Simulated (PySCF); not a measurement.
A mixed set of molecules. The calculation used PySCF, TDDFT B3LYP/def2-SVPD, vertical, gas phase, core orbitals frozen in the response. Geometries: PBE0-D3(BJ)/def2-SVP; one conformer of each isolated species. Triplets are in the Tamm–Dancoff approximation. Relativistic effects are left out although some hold elements past zinc.

**Question.** Rank by computed lowest triplet energy, highest first.
A. `O[Si](Cl)(Cl)Cl`
B. `CC[NH][Ge]([Cl])([Cl])[Cl]`
C. `[BH3-][P@@H+]1[C@H]([SiH3])[C@H]1C(F)(F)F`
D. `[SiH3]S[SiH2][SiH2][GeH3]`
E. `C=C(Br)Br`
F. `CC[Si]([SiH3])([SiH3])Cl`

**Answer.** A (6.85 eV), C (5.68 eV), F (5.11 eV), D (4.86 eV), B (4.36 eV), E (3.88 eV).

```tsv
SMILES	T1 (eV)	f (S1)	gap (eV)	S1 (eV)	LUMO (eV)	S1 mainly
O[Si](Cl)(Cl)Cl	6.85	0.001	8.22	7.20	-0.94	H→L (96%)
[BH3-][P@@H+]1[C@H]([SiH3])[C@H]1C(F)(F)F	5.68	0.172	7.30	6.62	-0.87	H→L (93%)
CC[Si]([SiH3])([SiH3])Cl	5.11	0.002	6.63	5.65	-0.82	H→L (97%)
[SiH3]S[SiH2][SiH2][GeH3]	4.86	0.011	6.16	5.20	-0.92	H→L (98%)
CC[NH][Ge]([Cl])([Cl])[Cl]	4.36	0.015	5.64	4.68	-1.87	H→L (99%)
C=C(Br)Br	3.88	0.000	6.06	4.93	-1.22	H→L (99%)
```

H and L stand for HOMO and LUMO.

- `O[Si](Cl)(Cl)Cl`: Löwdin shares by element: HOMO chlorine 100%; LUMO chlorine 56%, silicon 25% (atoms not listed hold the other 19%).
- `[BH3-][P@@H+]1[C@H]([SiH3])[C@H]1C(F)(F)F`: Löwdin shares by element: HOMO hydrogen 28% or more, boron 26%, phosphorus 14% (atoms not listed hold the other 32%); LUMO phosphorus 35%, carbon 26% or more, hydrogen 8% or more (atoms not listed hold the other 31%).
- `CC[Si]([SiH3])([SiH3])Cl`: Löwdin shares by element: HOMO silicon 59%, chlorine 22% (atoms not listed hold the other 19%); LUMO silicon 58%, chlorine 18% (atoms not listed hold the other 24%).
- `[SiH3]S[SiH2][SiH2][GeH3]`: Löwdin shares by element: HOMO sulfur 58%, silicon 29%; LUMO silicon 46%, sulfur 20% (atoms not listed hold the other 34%).
- `CC[NH][Ge]([Cl])([Cl])[Cl]`: Löwdin shares by element: HOMO nitrogen 57%, carbon 18%, chlorine 8% or more (atoms not listed hold the other 18%); LUMO chlorine 65%, germanium 23%.
- `C=C(Br)Br`: Löwdin shares by element: HOMO carbon 50%, bromine 46%; LUMO bromine 73%, carbon 24% or more.
